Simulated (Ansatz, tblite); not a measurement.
Cost and result up the ladder for (LiBr)2 ring (Li2Br2) (4 atoms). Total charge 0; singlet. Geometry: r2SCAN-D4/def2-TZVP.

```xyz
4

Li   -0.3416   -0.6741   -1.1168
Br   -1.7699   -0.2986    0.7215
Li    0.3419    0.6732    1.1173
Br    1.7695    0.2995   -0.7220
```

Ansatz on 4 threads of Arm Neoverse V2 on a shared host; xTB runs through tblite on one thread. Times are rough, summed over both states, and most runs start from the orbitals of an earlier one. PBE0-D4/def2-TZVP serves as the yardstick here, not as an exact answer. The other state is a triplet.

The xTB rows come from tblite.

xTB has no spin-polarisation term.

```json
{"level": "GFN1-xTB", "functions": "26", "wall time": "0.005 s"}
{"level": "GFN2-xTB", "functions": "26", "wall time": "0.005 s"}
{"level": "PBE-D4/def2-TZVP (with forces)", "functions": "124", "wall time": "3 s"}
{"level": "PBE0-D4/def2-TZVP", "functions": "124", "wall time": "6.4 s"}
{"level": "r2SCAN-D4/def2-TZVP", "functions": "124", "wall time": "7.9 s"}
```

Q: Estimate what each level gives for the vertical triplet (eV).

A: 
```csv
level,vertical triplet (eV),difference from PBE0-D4/def2-TZVP (eV)
GFN1-xTB,4.97,-0.67
GFN2-xTB,5.46,-0.17
PBE-D4/def2-TZVP (with forces),5.12,-0.52
PBE0-D4/def2-TZVP,5.64,0.00
r2SCAN-D4/def2-TZVP,5.52,-0.12
```
